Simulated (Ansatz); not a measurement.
Ansatz results at the PBE0-D4/def2-TZVP geometry: HOMO–LUMO gap (B3LYP/def2-TZVPP) 5.99 eV; HOMO energy (B3LYP/def2-TZVPP) -6.48 eV; LUMO energy (PBE0/def2-TZVPP) -0.26 eV.

Each molecule was computed in one conformer, which needn't be the lowest.

(1) Which molecule gave them?
A. `C[Si@H]1O[C@@H]1N`
B. `CN[SiH2]C=O`
C. `N[Si]1(O)CC1`
D. `CN1[SiH2]C1O`

Answers

(1) D. The others give `C[Si@H]1O[C@@H]1N`: 6.56, -6.61, 0.19; `N[Si]1(O)CC1`: 6.43, -6.24, 0.54; `CN[SiH2]C=O`: 4.72, -6.32, -1.34.

B3LYP here is the variant with VWN-RPA as its local correlation; programs differ in this.
